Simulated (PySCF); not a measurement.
## Correlation energy of Se (selenium, neutral)

[Ar] 3d10 4s2 4p4, high-spin 3P determinant. Computed with PySCF 2.14 in x2c-TZVPPall with one added diffuse shell each of s, p, d type (7s6p5d1f, 57 functions), with scalar relativity by spin-free X2C-1e. Frozen: [Ne]; 24 electrons correlated.

MP2 pair energies summed by pair of shells (mhartree):

```tsv
pair	energy	share (%)
3d-3d	-90.33	30.3
4s-4p	-46.61	15.6
4p-4p	-44.90	15.1
3p-3d	-42.71	14.3
3s-3d	-16.90	5.7
3d-4p	-16.72	5.6
3d-4s	-12.90	4.3
4s-4s	-8.76	2.9
3p-3p	-7.26	2.4
3s-3p	-4.79	1.6
3p-4s	-2.58	0.9
3p-4p	-2.24	0.8
3s-3s	-0.94	0.3
3s-4p	-0.35	0.1
3s-4s	-0.31	0.1
```

Total MP2 correlation energy: -298.30 mhartree.

Same-spin part -95.68 and opposite-spin part -202.62 mhartree; SCS-MP2 scales them by 1/3 and 6/5 to -275.04 mhartree.

This basis was not built for core-valence correlation, so the inner-shell part is incomplete.
